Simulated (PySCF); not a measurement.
How methods differ on the ionisation energy of I²⁺

I²⁺ [Kr] 4d10 5s2 5p3 (4S) → I³⁺ [Kr] 4d10 5s2 5p2 (3P), as a difference of total energies. Computed with PySCF 2.14 in aug-cc-pVDZ-PP with ECP28MDF (5s4p3d, 32 functions), with a scalar-relativistic core potential. Correlated levels: valence: 4s2 4p6 4d10 frozen. The calculations carry no spin-orbit coupling.

```tsv
method	ionisation energy (eV)
UHF	29.823
MP2 (valence)	30.114
SCS-MP2 (valence)	30.013
CCSD (valence)	30.078
CCSD(T) (valence)	30.082
CCSDT (valence)	30.082
```

Problem. How much does correlation contribute at CCSD(T) (valence)?

Solution. 30.082 − (29.823) = 0.259 eV, measured against UHF.

The reference lies between the lowest fine-structure levels, while these numbers refer to the centres of the terms.

Errors of the correlated levels include the incompleteness of this basis and the frozen core.

For comparison: 29.57 ± 0.025 eV (measured; NIST Atomic Spectra Database, ionization energies).
